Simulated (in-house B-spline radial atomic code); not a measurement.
Response of Kr⁶⁺ as one setting changes: the share of exact exchange in a PBE hybrid. A dash marks a strongly mixed or unbound state. Computed with a B-spline radial code for spherical atoms: linear response of the closed shell [Ar] 3d10 4s2 with the functional's adiabatic kernel; scalar-relativistic (spin-free one-electron X2C), finite nucleus, no spin-orbit coupling, no double excitations, S, P, D and F terms only; shells from n = 2 respond. Only terms of natural parity with L up to 3 were computed.

```csv
share of exact exchange in a PBE hybrid,lowest 1P (eV),"lowest 3P, Tamm-Dancoff (eV)",minus highest occupied level (eV),α (bohr³)
0,4s → 4p 21.714,4s → 4p 15.819,102.28,2.689
0.1,4s → 4p 21.567,4s → 4p 15.642,102.87,2.725
0.2,4s → 4p 21.420,4s → 4p 15.465,103.47,2.762
0.3,?,?,?,?
0.4,4s → 4p 21.123,4s → 4p 15.113,104.66,2.839
0.5,?,?,?,?
0.6,4s → 4p 20.823,4s → 4p 14.764,105.85,2.92
0.7,4s → 4p 20.672,4s → 4p 14.590,106.44,2.962
0.8,4s → 4p 20.520,4s → 4p 14.417,107.03,3.005
0.9,4s → 4p 20.367,4s → 4p 14.245,107.61,3.049
1,4s → 4p 20.214,4s → 4p 14.074,108.20,3.095
```

What belongs in the row for 0.5?

lowest 1P (eV): 4s → 4p 20.973; lowest 3P, Tamm-Dancoff (eV): 4s → 4p 14.938; minus highest occupied level (eV): 105.25; α (bohr³): 2.879.

What belongs in the row for 0.3?

lowest 1P (eV): 4s → 4p 21.271; lowest 3P, Tamm-Dancoff (eV): 4s → 4p 15.289; minus highest occupied level (eV): 104.07; α (bohr³): 2.8.
